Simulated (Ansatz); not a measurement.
Reactions of C3H5FGe (`C#[C][GeH]([CH3])[F]`).

Gas-phase electronic energies from Ansatz, PBE0-D4/def2-TZVP geometries. CBS: MP2 limit from def2 TZ/QZ plus the TZ coupled-cluster correction, frozen cores. This one scheme is used for every species, atoms too. Functionals use def2-TZVPP. No spin–orbit coupling; open shells (•) take unrestricted orbitals. Spin–orbit coupling would lower the free atoms: a little for C, F; clearly for Ge. For Ge outer-core shells are correlated without core-valence functions, so the limit isn't a true one: a few kJ/mol of doubt a bond, and 10 to 20 or more in all where bonds break to atoms. Scalar relativity is left out up to krypton. One conformer a species, not always the lowest.

| reaction | CCSD(T)/CBS(def2) (eV) |
| --- | --- |
| `C#[C][GeH]([CH3])[F]` + `C=C` → `C#CC=C` + `[CH3][GeH2][F]` | 0.31 |
| `C#[C][GeH]([CH3])[F]` → `[F][GeH2][C]1=CC1` | 1.31 |
| `C#[C][GeH]([CH3])[F]` → 3 C• + F• + Ge• + 5 H• | 40.66 |
| `C#[C][GeH]([CH3])[F]` → `FC#C[CH2][GeH3]` | ? |
| `C#[C][GeH]([CH3])[F]` + CH₄ → `C#[C][GeH]([CH3])[CH3]` + H–F | 0.78 |

(1) Fill in the missing values. (Best estimate.)

Largest T1 diagnostic: 0.012, for `C#CC=C`.

## Answers

(1) The calculation gave: `C#[C][GeH]([CH3])[F]` → `FC#C[CH2][GeH3]`: +2.69 eV.
